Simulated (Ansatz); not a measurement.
Basis-set extrapolation for C3H6BNO, SMILES `CB1COC=N1` (PBE0-D4/def2-TZVP geometry, frozen core, the Gaussian-basis code of Ansatz). Multiplicity 1, RHF reference.

```csv
,def2-TZVPP,def2-QZVPP
HF,-271.223825,-271.236063
MP2 correlation,-1.014717,-1.084712
CCSD(T) correlation,-1.094642,not run
```

Energies in hartree. Use E(X) = E(∞) + A·exp(−7.88·√X) for Hartree–Fock and E(X) = E(∞) + B·X^(−2.97) for correlation, with X = 3 and 4, and add CCSD(T) minus MP2 of the smaller set to the MP2 limit.

Question: What is the CCSD(T) energy at the basis-set limit?

Answer: HF limit: -271.236063 + (-0.012238) × 0.13774 = -271.23775. MP2 limit: -1.084712 + (-0.069995) × 0.74074 = -1.13656. Higher-order term: -1.094642 − (-1.014717) = -0.07992. Total: -272.45423 hartree, 3.69 eV below CCSD(T)/def2-TZVPP.
